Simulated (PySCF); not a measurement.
Energy of Sb (antimony, neutral) between two integer charges

The 5p alpha orbital of [Kr] 4d10 5s2 5p3 is emptied in steps (occupation f), with all orbitals relaxed, ending at [Kr] 4d10 5s2 5p2. Computed with PySCF 2.14 in def2-SVP with the def2 core potential (28 electrons), with a scalar-relativistic core potential. The exact energy is a straight line in f; departures are measured from the line between the end points of the same method.

```
  f  UHF (eV)  LDA (eV)  PBE (eV)  PBE0 (eV)  r2SCAN (eV)  LC-wPBE (eV)  BHandHLYP (eV)  wB97X (eV)  TPSS (eV)  HSE06 (eV)
  1     0.000     0.000     0.000      0.000        0.000         0.000           0.000       0.000      0.000       0.000
0.9     0.043    -0.332    -0.323     -0.232       -0.305        -0.008          -0.149      -0.030     -0.315      -0.268
0.7     0.098    -0.778    -0.754     -0.540       -0.706        -0.016          -0.347      -0.071     -0.735      -0.627
0.5     0.115    -0.929    -0.899     -0.642       -0.833        -0.017          -0.413      -0.086     -0.874      -0.746
0.3     0.096    -0.782    -0.755     -0.537       -0.693        -0.011          -0.347      -0.076     -0.733      -0.627
0.1     0.040    -0.336    -0.323     -0.229       -0.294        -0.003          -0.149      -0.034     -0.313      -0.268
  0     0.000     0.000     0.000      0.000        0.000         0.000           0.000       0.000      0.000       0.000
```

```tsv
method	E(f=0) − E(f=1) (eV)	−ε at f=1 (eV)	−ε at f=0.5 (eV)
UHF	8.595	9.070	8.588
LDA	9.119	5.435	9.105
PBE	8.961	5.378	8.959
PBE0	9.046	6.468	9.055
r2SCAN	9.181	5.787	9.220
LC-wPBE	9.113	9.021	9.129
BHandHLYP	8.860	7.209	8.860
wB97X	8.773	8.444	8.758
TPSS	8.975	5.480	8.980
HSE06	9.027	6.045	9.026
```

Orbital energy along the path (eV):

```csv
f,UHF,LDA,PBE,PBE0,r2SCAN,LC-wPBE,BHandHLYP,wB97X,TPSS,HSE06
1,-9.070,-5.435,-5.378,-6.468,-5.787,-9.021,-7.209,-8.444,-5.480,-6.045
0.9,-8.970,-6.160,-6.088,-6.986,-6.482,-9.047,-7.539,-8.506,-6.176,-6.640
0.7,-8.776,-7.624,-7.519,-8.022,-7.865,-9.093,-8.199,-8.630,-7.575,-7.832
0.5,-8.588,-9.105,-8.959,-9.055,-9.220,-9.129,-8.860,-8.758,-8.980,-9.026
0.3,-8.407,-10.600,-10.401,-10.079,-10.531,-9.151,-9.521,-8.899,-10.382,-10.222
0.1,-8.233,-12.102,-11.836,-11.089,-11.812,-9.149,-10.182,-9.066,-11.763,-11.415
0,-8.148,-12.851,-12.548,-11.587,-12.437,-9.136,-10.514,-9.162,-12.438,-12.002
```

Reference removal energy between the ground levels: 8.608 eV (measured; NIST Atomic Spectra Database, ionization energies). The calculation has no spin-orbit coupling. UHF lacks correlation.
